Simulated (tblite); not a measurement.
Parent: `[CH2:1]=[C:2]([CH2:3][CH3:4])[CH2:5][CH2:6][F:7]` with C1–C2–C3–C4 -116°, C1–C2–C5–C6 -115°, C2–C5–C6–F7 -79°, C6H11F.

The geometries are computed with GFN2-xTB (gas phase). One conformer each, not checked by frequencies here.

```
coordinate of the parent    value
                   C1=C2  1.324 Å
                   C2–C3  1.503 Å
                   C3–C4  1.529 Å
                   C2–C5  1.506 Å
                   C5–C6  1.528 Å
                   C6–F7  1.375 Å
                C1–C2–C3   121.9°
                C1–C2–C5   120.9°
                C3–C2–C5   117.2°
                C2–C3–C4   112.5°
                C2–C5–C6   113.1°
                C5–C6–F7   111.4°
```

Problem. How does the shared frame change in `[CH3:1][CH2:2]/[C:3](=[CH:4]/[C:5]([CH3:6])=[O:7])[CH2:8][CH2:9][F:10]` with C1–C2–C3–C4 -99°, C3–C4–C5–C6 -171°, C2–C3–C8–C9 96°, C3–C8–C9–F10 -65°, C8H13FO? Atoms pair as C1 = C4, C2 = C3, C3 = C2, C4 = C1, C5 = C8, C6 = C9, F7 = F10 (parent first).

Solution. 
```tsv
parent	relative	value in the relative	change
C1=C2	C4=C3	1.342 Å	+0.018
C2–C3	C3–C2	1.499 Å	-0.004
C3–C4	C2–C1	1.531 Å	+0.002
C2–C5	C3–C8	1.498 Å	-0.008
C5–C6	C8–C9	1.528 Å	0.000
C6–F7	C9–F10	1.377 Å	+0.002
C1–C2–C3	C4–C3–C2	120.8°	-1.1
C1–C2–C5	C4–C3–C8	123.2°	+2.3
C3–C2–C5	C2–C3–C8	116.0°	-1.2
C2–C3–C4	C3–C2–C1	110.8°	-1.7
C2–C5–C6	C3–C8–C9	110.5°	-2.6
C5–C6–F7	C8–C9–F10	110.5°	-0.9
```

Of the parent's bonds, C1–C2 changes most (+0.018 Å). Bonds of the relative outside the shared frame: C4–C5 1.465, C5–C6 1.512, C5=O7 1.215 Å. Point group C1 → C1.
